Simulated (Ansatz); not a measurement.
Species: CH7ClOSi2, charge 0, multiplicity 1. 
Geometry from a B3LYP-D3(BJ)/def2-TZVP (Ansatz, a quantum-chemistry and plane-wave program) optimisation:
```
O
Si 1 1.6276
Si 1 1.6450 2 145.31
H 2 1.4749 1 109.50 3 -86.41
H 3 1.4778 1 107.52 2 170.67
H 3 1.4788 5 109.85 1 -119.71
H 3 1.4805 5 109.75 6 -120.44
C 2 1.8505 4 112.86 1 122.93
H 8 1.0912 2 110.61 4 177.27
H 8 1.0913 9 108.41 2 121.50
H 8 1.0923 9 108.45 10 117.59
Cl 2 2.0759 4 106.28 1 -117.24
```

Parts of the frozen-core correlation energy in aug-cc-pV(D+d)Z (Ansatz, hartree). Frozen orbitals: 17; correlated occupied orbitals by spin: 16 and 16; virtual: 172 and 172. Spin-orbit coupling is left out. Non-relativistic.

```json
[
 {"term": "reference (HF)", "value": "-1154.36459"},
 {"term": "MP2 opposite-spin", "value": "-0.54044"},
 {"term": "MP2 same-spin", "value": "-0.16512"},
 {"term": "CCSD correlation", "value": "-0.76976"},
 {"term": "(T)", "value": "-0.02283"},
 {"term": "T1 diagnostic", "value": "0.011"},
 {"term": "largest doubles amplitude", "value": "0.011"}
]
```
